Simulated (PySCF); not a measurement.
## Cu: ionisation energy

Cu [Ar] 3d10 4s1 (2S) → Cu⁺ [Ar] 3d10 (1S), as a difference of total energies. Calculation: PySCF 2.14, in x2c-TZVPPall with one added diffuse shell each of s, p, d, f type (7s6p5d3f1g, 80 functions); the spin-free X2C one-electron Hamiltonian (Gaussian nucleus). Correlated levels: valence: [Ar] frozen. The calculations carry no spin-orbit coupling.

Task: Order these methods by the ionisation energy they give, lowest first.
A. MP2 (valence)
B. CCSD (valence)
C. UHF
D. SCS-MP2 (valence)

Result: C (6.598 eV), D (7.489 eV), B (7.510 eV), A (7.649 eV).

Errors of the correlated levels include the incompleteness of this basis and the frozen core.

For comparison: 7.726 eV (measured; NIST Atomic Spectra Database, ionization energies).
